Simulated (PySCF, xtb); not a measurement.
C3H6OSi2, SMILES O=C[Si@H]1C=C[SiH2]1. One conformer was computed; it need not be the lowest.

Harmonic wavenumbers (cm⁻¹) from GFN2-xTB (xtb) at its own minimum, in rising order: 67, 84, 128, 251, 305, 357, 390, 454, 485, 498, 589, 599, 689, 730, 735, 754, 761, 809, 934, 1078, 1258, 1358, 1558, 1719, 2189, 2210, 2213, 2671, 3033, 3050.

Problem. What does PBE0-D3(BJ)/def2-SVP in PySCF give at its own minimum? (An estimate is asked for; the answer gives what the named calculation found.)

Solution. 52, 77, 153, 228, 317, 423, 448, 473, 588, 646, 665, 692, 729, 763, 764, 807, 882, 943, 1031, 1065, 1278, 1378, 1574, 1820, 2219, 2226, 2240, 2827, 3148, 3170. Paired by order, the mean absolute difference is 60 cm⁻¹ and the zero-point energies are 45.7 and 48.1 kcal/mol.
